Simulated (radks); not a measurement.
Species: Ir+. Configuration: [Xe] 4f14 5d7 6s1. Calculated with a radial shooting solver on a logarithmic mesh with Libxc functionals: scalar-relativistic Kohn-Sham, PBE, spin-polarised, spherical densities, finite nucleus; open shells are filled with parallel spins first (spin-orbit coupling, left out, can overturn this in heavy ions); Fermi nuclear charge, rms radius 5.4032 fm; hard spherical wall at 2.5 bohr.

Radial electron density D(r) = 4 pi r^2 rho(r):

r (bohr),D(r) (e/bohr),spin D(r)
0.001261,13.00,0.00387
0.001433,15.65,0.00464
0.001642,18.97,0.00559
0.001866,22.64,0.00663
0.002121,26.89,0.00781
0.00243,32.10,0.00923
0.002762,37.67,0.0107
0.003139,43.90,0.0123
0.003597,51.20,0.0141
0.004088,58.63,0.0158
0.004646,66.44,0.0174
0.005323,74.93,0.0189
0.00605,82.78,0.0200
0.006931,90.55,0.0205
0.007878,96.90,0.0203
0.008954,101.9,0.0192
0.01026,105.2,0.0169
0.01166,106.2,0.0136
0.01325,105.3,0.00962
0.01518,102.5,0.00501
0.01725,98.95,0.00117
0.01961,95.70,-0.00103
0.02247,94.10,-0.0000847
0.02553,95.69,0.00530
0.02925,101.6,0.0169
0.03325,110.9,0.0334
0.03779,122.4,0.0544
0.0433,134.3,0.0795
0.04921,141.8,0.103
0.05593,143.2,0.127
0.06407,137.2,0.153
0.07282,126.9,0.184
0.08343,116.0,0.228
0.09483,111.1,0.278
0.1078,114.0,0.323
0.1235,123.3,0.334
0.1403,131.2,0.282
0.1595,131.0,0.167
0.1827,118.0,0.0276
0.2077,97.99,-0.0291
0.2361,79.50,0.0667
0.2704,70.53,0.332
0.3074,73.48,0.612
0.3521,81.41,0.744
0.4002,84.15,0.613
0.4549,77.52,0.320
0.5212,62.37,0.0839
0.5923,46.47,0.151
0.6732,33.98,0.546
0.7713,26.14,1.18
0.8766,22.46,1.79
0.9963,20.14,2.32
1.141,17.62,2.81
1.297,14.82,3.24
1.486,11.57,3.51
1.689,8.276,3.25
1.92,4.765,2.24
2.2,1.412,0.740

D(r) has 4 maxima, at r = 0.0117, 0.0537, 0.150, 0.391 bohr, and minima at 0.0226, 0.0964, 0.277 bohr, inside which lie 1.90, 11.02, 29.95 electrons.
